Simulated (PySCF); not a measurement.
**Property card for `C1C[CH]([AlH][CH]2CC2)C1`**

C7H13Al.
Atom-mapped SMILES: `[CH2:1]1[CH2:2][CH:3]([AlH:4][CH:5]2[CH2:6][CH2:7]2)[CH2:8]1` (hydrogens: H9, H10 on C1; H11, H12 on C2; H13 on C3; H14 on Al4; H15 on C5; H16, H17 on C6; H18, H19 on C7; H20, H21 on C8)

Among its groups: cyclopropane ring and cyclobutane ring.

PBE0-D3(BJ)/def2-SVP geometry optimisation, gas phase (PySCF):

```
Point group                  : C1
Rotational constants A, B, C : 3.698, 0.901, 0.835 GHz
```

CAM-B3LYP/def2-SVPD ground state, ΔSCF and vertical TDDFT (core frozen in the response) (PySCF):

```
Dipole moment                                                     : 0.72 D
HOMO energy                                                       : -8.37 eV
LUMO energy                                                       : -0.04 eV
HOMO–LUMO gap                                                     : 8.33 eV
Lowest singlet excitation                                         : 4.94 eV (251 nm, f = 0.001)
Strongest line among the 10 lowest singlet transitions            : S4 at 6.75 eV (184 nm, f = 0.079)
Lowest triplet excitation (Tamm–Dancoff)                          : 4.67 eV
Static isotropic polarisability                                   : 104.0 au
Vertical ionisation energy                                        : 8.99 eV
Electronic spatial extent ⟨r²⟩ about the centre of nuclear charge : 1510 bohr²
```

PBE0/pcSseg-1 ground state and GIAO shieldings, non-relativistic (PySCF):

```
Lowest Hirshfeld atomic charge                              : -0.20 e on C5
Highest Hirshfeld atomic charge                             : +0.52 e on Al4
13C chemical shifts (computed TMS as zero) by class         : 26.8 (C2/C8), 26.6 (C1), 15.6 (C3), 3.3 (C6/C7), -4.3 (C5) ppm
1H chemical shifts (computed TMS as zero) by class          : 5.68 (H14), 2.37 (H11/H20), 1.95 (H10), 1.80 (H9), 1.79 (H12/H21), 0.93 (H13), 0.68 (H17/H18), 0.27 (H16/H19), -0.61 (H15) ppm
Isotropic shieldings of nuclei other than C and H, by class : 274 (Al4) ppm
Mayer bond orders between heavy atoms                       : C1–C2 1.02, C2–C3 0.98, C3–Al4 0.81, Al4–C5 0.82, C5–C6 0.94, C6–C7 0.98, C3–C8 0.98, C8–C1 1.01, C7–C5 0.94
```

From delta-SCF UKS SCAN, pcX-2 on the ionised atom, pcseg-1 elsewhere, spin-free X2C (PySCF):

```
Core binding energies : C1s 289.3 (C3), C1s 289.5 (C5), C1s 290.2 (C2/C8), C1s 290.3 (C1), C1s 290.5 (C6/C7), Al1s 1566.0 (Al4) eV
```

Monoisotopic mass from the formula: 124.0833 u.

The ΔSCF ionisation energy exceeds −ε(HOMO) by 0.62 eV with CAM-B3LYP. The polarisability is 15.41 Å³ as a volume (1 au = 0.148185 Å³), or 1.53 au for each of the 68 electrons. The principal polarisabilities are 91.5, 101.4 and 119.1 au; their mean is the isotropic value. The rotational constants make it an asymmetric top with κ = (2B − A − C)/(A − C) = -0.95, nearer the prolate limit (−1).

 NMR classes are plain means over equivalent atoms (diastereotopic ones count apart unless rotation or inversion swaps them), as if these changed places fast; in this geometry the members of some classes differ.

Shape of the structure used: `[CH2:1]1[CH2:2][CH:3]([AlH:4][CH:5]2[CH2:6][CH2:7]2)[CH2:8]1`: C2–C3–Al4–C5 -177°, C3–Al4–C5–C6 40°.

One conformer stands for the species.
